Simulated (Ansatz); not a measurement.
One change: `C/[C]([AlH2])=C\O` becomes `C/[C]([AlH2])=C\F`.

Ansatz, PBE0-D4/def2-TZVP geometries, multiplicity 1. Each molecule was computed in one conformer, which needn't be the lowest.

```csv
property,`C/[C]([AlH2])=C\O`
HOMO–LUMO gap (PBE/def2-TZVPP) / eV,3.75
LUMO energy (B3LYP/def2-TZVPP) / eV,-1.47
size of the dipole moment (ωB97M-V/def2-TZVPP) / D,1.66
HOMO energy (PBE/def2-TZVPP) / eV,-5.77
size of the dipole moment (PBE/def2-TZVPP) / D,1.89
HOMO–LUMO gap (PBE0/def2-TZVPP) / eV,5.58
```

Q: What does the change do to each property? (An estimate is asked.)

A: The calculation gave: 
```
                                          property  `C/[C]([AlH2])=C\F`  shift
               HOMO–LUMO gap (PBE/def2-TZVPP) / eV                 4.06   0.31
               LUMO energy (B3LYP/def2-TZVPP) / eV                -1.77  -0.30
size of the dipole moment (ωB97M-V/def2-TZVPP) / D                 0.62  -1.04
                 HOMO energy (PBE/def2-TZVPP) / eV                -6.38  -0.61
    size of the dipole moment (PBE/def2-TZVPP) / D                 0.45  -1.44
              HOMO–LUMO gap (PBE0/def2-TZVPP) / eV                 5.97   0.39
```

With PBE0 the HOMO falls by 0.68 eV and the LUMO falls by 0.29 eV, so the gap widens by about 0.39 eV. PBE moves the HOMO by -0.61 eV and ωB97M-V by -0.72 eV. Dipoles are sizes alone; their direction can turn.

Positive LUMOs are unbound, so they and the gaps depend on the basis.

B3LYP here is the variant with VWN-RPA as its local correlation; programs differ in this.
